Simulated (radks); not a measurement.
Question: Species: I7+. Configuration: [Kr] 4d10. All-electron calculation, scalar-relativistic Kohn-Sham, PBE, spin-polarised, spherical densities, finite nucleus; Fermi nuclear charge, rms radius 4.75 fm. Program: a radial shooting solver on a logarithmic mesh with Libxc functionals. Some entries of the table are withheld. Estimate them.

orbital  occ.  eigenvalue (eV)  <1/r> (bohr^-1)  <r> (bohr)
1s          2        -33076.67            56.83     0.02722
2s          2        -5188.934            13.02         (1)
2p          6        -4667.068            12.46      0.1025
3s          2        -1120.854            4.669      0.3140
3p          6        -951.6897            4.439      0.3120
3d         10        -698.3283              (2)      0.2885
4s          2        -271.3106              (3)      0.7372
4p          6        -218.0383            1.738         (4)
4d         10        -139.8174              (5)      0.8947

Answer: 
(1) 2s <r> (bohr): 0.1172
(2) 3d <1/r> (bohr^-1): 4.201
(3) 4s <1/r> (bohr^-1): 1.893
(4) 4p <r> (bohr): 0.7864
(5) 4d <1/r> (bohr^-1): 1.474
